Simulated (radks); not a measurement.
Hg38+, configuration [Kr] 4d6. Method: Dirac Kohn-Sham, LB94 model potential, spin-unpolarised, spherical densities, finite nucleus; open shells fill j = l - 1/2 first; Fermi nuclear charge, rms radius 5.4648 fm; computed with a radial shooting solver on a logarithmic mesh with Libxc functionals.

Unscreened Slater integrals over Kohn-Sham orbitals (cm^-1). Large and small components are both included.

F0(4d5/2,4d5/2): 507880
F2(4d5/2,4d5/2): 258580
F4(4d5/2,4d5/2): 175980
F0(4d5/2,4d3/2): 512520
F2(4d5/2,4d3/2): 260390
G2(4d5/2,4d3/2): 258920
G4(4d5/2,4d3/2): 176250
F0(4d5/2,4p3/2): 504640
F2(4d5/2,4p3/2): 258150
G1(4d5/2,4p3/2): 318750
G3(4d5/2,4p3/2): 204720
F0(4d5/2,4p1/2): 521160
G3(4d5/2,4p1/2): 212330
F0(4d3/2,4d3/2): 517360
F2(4d3/2,4d3/2): 262540
F0(4d3/2,4p3/2): 509090
F2(4d3/2,4p3/2): 259490
G1(4d3/2,4p3/2): 316700
G3(4d3/2,4p3/2): 203960
F0(4d3/2,4p1/2): 526270
G1(4d3/2,4p1/2): 338650
F0(4p3/2,4p3/2): 502930
F2(4p3/2,4p3/2): 261730
F0(4p3/2,4p1/2): 518800
G2(4p3/2,4p1/2): 261930
F0(4p1/2,4p1/2): 537160
